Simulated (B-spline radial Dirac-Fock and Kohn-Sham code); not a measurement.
## f′ and f″ of Sr, 633.9 eV to 4 keV

Calculated with a radial finite-basis atomic code, using the dispersion relation over Dirac-Hartree-Slater subshell photoionisation cross sections, with the Kissel-Pratt high-energy constant (isolated atom, no bound-bound lines or fine structure). The forward scattering factor is f₀ + f′ + i f″.

Edges near this range: L1 2216.0 eV, L2 2007.0 eV, L3 1940.0 eV.

| hν (eV) | λ (Å) | f′ (e) | f″ (e) | tabulated f′ | tabulated f″ |
| --- | --- | --- | --- | --- | --- |
| 633.9 | 19.56 | -8.681 | 12.306 | – | 11.94 |
| 661.5 | 18.74 | -8.375 | 11.758 | – | 11.38 |
| 923.6 | 13.42 | -7.114 | 7.971 | – | 7.68 |
| 1000 | 12.40 | -7.064 | 7.213 | -7.08 | 6.95 |
| 1041 | 11.91 | -7.072 | 6.851 | -7.10 | 6.57 |
| 1046 | 11.85 | -7.074 | 6.808 | -7.10 | 6.52 |
| 1054 | 11.76 | -7.079 | 6.742 | -7.10 | 6.45 |
| 1183 | 10.48 | -7.255 | 5.791 | -7.33 | 5.41 |
| 1248 | 9.935 | -7.410 | 5.389 | -7.50 | 4.98 |
| 1253.6 | 9.890 | -7.425 | 5.357 | -7.51 | 4.95 |
| 1365 | 9.083 | -7.800 | 4.768 | -7.97 | 4.35 |
| 1405 | 8.824 | -7.969 | 4.581 | -8.16 | 4.17 |
| 1467 | 8.452 | -8.273 | 4.313 | -8.47 | 3.91 |
| 1486.9 | 8.338 | -8.383 | 4.232 | -8.57 | 3.83 |
| 1939 | 6.394 | -26.267 | 2.889 | -20.21 | 5.50 |
| 2000 | 6.199 | ? | ? | ? | ? |
| 2236 | 5.545 | -8.755 | 14.683 | -8.63 | 14.40 |
| 2647 | 4.684 | -3.028 | 11.486 | -3.06 | 11.34 |
| 2954 | 4.197 | -1.603 | 9.736 | -1.64 | 9.63 |
| 2984.4 | 4.154 | -1.505 | 9.585 | -1.54 | 9.49 |
| 4000 | 3.100 | -0.050 | 6.046 | -0.08 | 5.92 |

Problem. What are f′ and f″ at 2000 eV?

Solution. f′ = -17.416 and f″ = 10.774 electrons (tables: -16.87 and 10.92). By the optical theorem f″ corresponds to a photoabsorption cross section 2 rₑ λ f″ = 376000 b.

Tabulated f′: xraylib 4.2 anomalous scattering factors (Cullen et al., EPDL97); f″: Chantler's tables (J. Phys. Chem. Ref. Data 1995 and 2000). Both are theoretical tables.
